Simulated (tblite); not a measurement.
Compound: C5H10S2 (charge +1 and doublet state).
Z-matrix (Å and degrees, GFN2-xTB geometry), rows numbered from 1:
```
C 
C   1  1.5201
C   2  1.5280  1  111.66
C   3  1.5240  2  112.82  1   179.85
S   4  1.8170  3  112.02  2   -61.44
C   5  1.8134  4   98.05  3    69.15
S   6  1.8112  5   96.53  4   -75.81
H   1  1.0871  2  109.71  3    59.82
H   1  1.0870  2  111.03  3   -59.83
H   1  1.0868  2  110.99  3   179.18
H   2  1.0935  1  110.56  3  -123.61
H   3  1.0921  2  109.57  1    57.02
H   3  1.0926  2  108.35  1   -60.11
H   4  1.0908  3  111.82  2    60.36
H   4  1.0899  3  110.02  2  -178.24
H   6  1.0871  5  110.08  4   170.11
H   6  1.0870  5  113.77  4    43.96
```

All values are computed: GFN2-xTB (tblite) harmonic vibrations without scaling, gas phase. The method is semi-empirical: single wavenumbers can be off by several per cent or more. One conformer, not necessarily the lowest. Open shells enter through the occupations alone, without spin polarisation, and single modes of such species can be off by tens of per cent.

Harmonic wavenumbers (cm⁻¹): 112.3, 172.5, 192.8, 247.3, 258.2, 290.4, 311.8, 394.4, 491.7, 624.4, 664.0, 680.8, 745.4, 803.9, 852.6, 911.8, 937.7, 989.6, 1022.0, 1044.5, 1063.0, 1097.1, 1105.2, 1132.9, 1163.9, 1220.7, 1239.7, 1256.4, 1321.4, 1359.0, 1414.8, 1417.9, 1447.7, 1470.8, 1473.5, 2942.5, 2982.3, 2988.0, 3000.0, 3002.2, 3013.3, 3033.3, 3051.8, 3056.4, 3061.3.

A = 2929, B = 1592, C = 1148 MHz; mass 134.022 u (most abundant isotopes); point group C1, symmetry number 1; spin multiplicity 2.

**Question.** Zero-point energy?

**Answer.** ½Σν̃ = 30532 cm⁻¹ = 87.29 kcal/mol.

**Question.** What is S at 298.15 K and 1 bar for an ideal gas of classical rigid rotors and harmonic oscillators?

**Answer.** Translation 40.62, rotation 28.49, vibration 18.51, spin (R ln 2) 1.38: S = 89.0 cal/(mol K).

**Question.** And Cp and H(298.15 K) − H(0)?

**Answer.** Cp = 32.55 cal/(mol K), of which vibrations give 24.60 (their classical limit is 45 R = 89.4); H(298.15 K) − H(0) = 5.69 kcal/mol without the zero-point energy, 3.32 from vibrations.

**Question.** What must be added to the electronic energy to get the Gibbs energy at 298.15 K and 1 bar?

**Answer.** ZPE + [H(298.15 K) − H(0)] − T·S = 87.29 + 5.69 − 26.53 = 66.45 kcal/mol.

**Question.** Which modes carry the vibrational entropy at 298.15 K?

**Answer.** 112.3 cm⁻¹: 3.23; 172.5 cm⁻¹: 2.41; 192.8 cm⁻¹: 2.20; 247.3 cm⁻¹: 1.75; 258.2 cm⁻¹: 1.67; 290.4 cm⁻¹: 1.47 cal/(mol K); the other 39 give 5.78 together.

**Question.** Blend soft modes into free rotors: weight 1/[1 + (100 cm⁻¹/ν̃)⁴] for the oscillator and the rest for a rotor with moment μB/(μ + B), μ = h/(8π²ν), B = 10⁻⁴⁴ kg m². What vibrational entropy results?

**Answer.** 18.33 cal/(mol K) in place of 18.51, which changes −T·S at 298.15 K by +0.05 kcal/mol.

**Question.** How do the functions run with temperature in this model?

**Answer.** 
```tsv
T (K)	S (cal/(mol K))	Cp (cal/(mol K))	H − H(0) (kcal/mol)	G − H(0) (kcal/mol)	ln q(vib)
50	56.8	9.6	0.42	-2.42	0.05
100	65.0	14.7	1.02	-5.48	0.46
373.15	97.1	39.5	8.39	-27.82	5.16
500	110.1	49.6	14.07	-40.97	7.70
750	133.0	63.5	28.35	-71.44	12.77
1000	152.6	72.5	45.42	-107.21	17.64
```

q(vib) and H(0) count from the zero-point level.

Hindered rotation and anharmonicity are outside this model. Other conformers, if any are populated, would add a mixing term that is left out. The structure is chiral; the term R ln 2 for an equal mix with its mirror image is left out.

Hardware: one thread, Arm Neoverse V1 (aarch64), no GPU, shared host with 32 logical CPUs at a one-minute load of 20. Cost: 0.63 s of wall time. The figure is for the frequency step alone.
